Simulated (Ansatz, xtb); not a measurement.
Isomers of C3H9OPSi2 in order of energy

3 gas-phase structures of C3H9OPSi2, from a drawn sample of its isomers (lower ones may exist). Each was relaxed with GFN2-xTB; where two conformers were screened, the lower at r2SCAN-D4/def2-SVP is listed:

A. `CC#C[Si@H](P)O[SiH3]`, a singlet
B. `C#C[Si@](C)(P)O[SiH3]`, a singlet
C. `CC#C[SiH2]O[SiH2]P`, a singlet

Problem. Which do you expect lowest at r2SCAN-D4/def2-SVP, and how would the others follow?

Solution. Calculated order at r2SCAN-D4/def2-SVP: B (0.0), C (2.3), A (2.7) kcal/mol. Less than 1 kcal/mol parts C and A, so the order within that pair means little.

Energies above the lowest of each column, in kcal/mol; the last columns are at B3LYP-D3(BJ)/def2-SVP geometries:

```csv
structure,GFN2-xTB,HF/STO-3G,r2SCAN-D4/def2-SVP,B3LYP-D3(BJ)/def2-SVP,CCSD(T)/def2-SVP + ΔMP2/def2-TZVPP
B,16.5,0.0,0.0,0.0,0.0
C,0.0,6.8,2.3,2.1,5.4
A,1.4,5.0,2.7,2.9,5.5
```

CCSD(T)/def2-SVP + ΔMP2/def2-TZVPP puts B lowest; GFN2-xTB picks C. Flexible structures stand in one conformer each, not always the lowest. A keeps a small imaginary mode. ΔMP2 is the change of the MP2 energy from the smaller to the larger basis.

Programs: Ansatz 0.2.0, xtb 6.7.1.
